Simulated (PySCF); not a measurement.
Species: `CC1=C(Cl)C=CO1`. The columns A, B, C and D hold Mulliken, IAO, Hirshfeld and ESP-fitted charges (e) of one PBE0/pcSseg-1 density (PySCF), in a shuffled order. Coordinates in Å (GFN2-xTB); the density's dipole moment is (0.13, -1.03, 0.08) D.

| atom | x | y | z | A | B | C | D |
| --- | --- | --- | --- | --- | --- | --- | --- |
| C1 | -1.875 | -0.342 | 0.080 | -0.127 | -0.439 | -0.596 | -0.119 |
| C2 | -0.403 | -0.160 | 0.016 | +0.163 | +0.161 | +0.414 | +0.056 |
| O3 | 0.405 | -1.239 | 0.057 | -0.376 | -0.228 | -0.184 | -0.058 |
| C4 | 1.677 | -0.808 | -0.007 | +0.149 | +0.003 | -0.131 | +0.004 |
| C5 | 1.725 | 0.547 | -0.091 | -0.044 | -0.228 | -0.230 | -0.098 |
| C6 | 0.369 | 0.966 | -0.075 | -0.261 | -0.102 | -0.147 | -0.036 |
| Cl7 | -0.201 | 2.579 | -0.156 | -0.110 | -0.015 | -0.055 | -0.029 |
| H8 | -2.155 | -1.265 | -0.422 | +0.136 | +0.166 | +0.183 | +0.054 |
| H9 | -2.212 | -0.399 | 1.115 | +0.143 | +0.162 | +0.178 | +0.052 |
| H10 | -2.368 | 0.499 | -0.399 | +0.141 | +0.169 | +0.169 | +0.049 |
| H11 | 2.448 | -1.551 | 0.012 | +0.101 | +0.175 | +0.197 | +0.066 |
| H12 | 2.590 | 1.173 | -0.157 | +0.086 | +0.176 | +0.202 | +0.061 |

Task: Which column most likely holds the ESP-fitted charges?

Result: C. Σ q r misses the density's dipole by 0.06 D (C), 0.36 D (D), 0.50 D (B), 2.05 D (A). Charges fitted to the outside potential are the only set here that is tied to the molecule's multipoles.

Task: And the Hirshfeld charges?

Result: D. The mean sizes are 0.057 e (D), 0.153 e (A), 0.169 e (B), 0.224 e (C), and Hirshfeld charges are commonly the smallest of these schemes.

As computed, A = Mulliken, B = IAO, C = ESP-fitted, D = Hirshfeld. Hydrogens on carbon: Mulliken +0.09 to +0.14, IAO +0.16 to +0.18, ESP-fitted +0.17 to +0.20, Hirshfeld +0.05 to +0.07 e.

The Hirshfeld scheme weights the molecular density at each point by an atom's share of the summed free-atom densities. The IAO scheme projects the occupied orbitals on a minimal set of polarised atomic orbitals and counts the electrons in each atom's part of it.

Geometry: GFN2-xTB; no solvent, vibrations or thermal averaging.

These values come from a run that also computed NMR shieldings. Hardware: Arm Neoverse N1, one thread, no GPU, shared host. Cost: 26 s wall.
